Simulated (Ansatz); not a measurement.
```yaml
crystal:
  periodic: [false, false, false]
  atoms:
    - {symbol: O, position_ang: [-1.270499, -0.953903, -0.685234]}
    - {symbol: In, position_ang: [0.197127, 0.161434, -0.577157]}
    - {symbol: Zn, position_ang: [0.798481, 0.517799, 1.698127]}
    - {symbol: H, position_ang: [-1.526264, -1.111640, -1.515637]}
    - {symbol: H, position_ang: [0.681829, 0.597246, -2.036366]}
    - {symbol: H, position_ang: [1.158149, 0.730275, 3.073764]}
basis:
  gaussian: {orbitals: def2-TZVPPP, nuclear_model: gaussian}
hamiltonian: {xc: {name: r2SCAN0}}
accuracy: high
output: {forces: true}
```

```sh
$ ansatz run in.yaml --threads 4 --pin off --events-out ev --progress --plain --max-ram 10444MiB
```

(1) How does Ansatz answer? (An estimate is asked.)

Results:

(1) Ansatz gave: The program refused the input.
```
Error: <dir> can't be read: No such file or directory (os error 2)
```
